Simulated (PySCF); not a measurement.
H2O2Si (SMILES O[Si]O), singlet, at a GFN2-xTB geometry. Base run: HF/def2-SVP, polarisability (PySCF).

Here is a job for PySCF.
```python
from pyscf import gto, scf
from pyscf.prop import polarizability

mol = gto.Mole()
mol.atom = '''
    Si    0.15319801   -0.38458992    0.45801823
    O     1.07296624    0.79473896   -0.15028089
    H     0.78344006    1.36574561   -0.86587358
    O    -1.19382305   -0.19849431   -0.49296207
    H    -1.96135769   -0.75144383   -0.40043795
'''
mol.basis = 'def2-svp'
mol.verbose = 4
mol.build()

mf = scf.RHF(mol)
mf.kernel()
alpha = mf.Polarizability().polarizability()[2, 2]
print('alpha_zz =', alpha)
```

Variants of this job, named by their change:

| change | alpha_zz (bohr³) | basis functions |
|---|---|---|
| base | 25.97 | 56 |
| basis = 6-31G | 24.85 | 35 |
| functional = lda,vwn | 28.75 | 56 |
| basis = cc-pVDZ | 26.44 | 56 |
| finite field (a.u.) = 0.02; conv_tol = 1e-11 | 25.99 | 56 |
| basis = 6-31G* | 26.64 | 50 |
| finite field (a.u.) = 0.001; conv_tol = 1e-11 | 25.97 | 56 |
| functional = pbe0 | 27.87 | 56 |
| basis = def2-SVPD | 34.67 | 86 |
| functional = pbe | 28.93 | 56 |
| finite field (a.u.) = 2e-4; conv_tol = 1e-11 | 25.97 | 56 |
| finite field (a.u.) = 0.001; conv_tol = 1e-6 | 25.87 | 56 |

Finite-field rows take the second difference of the energy in a field along z; a small field with loose convergence shows SCF noise divided by the square of the field, and a large one adds hyperpolarisability.
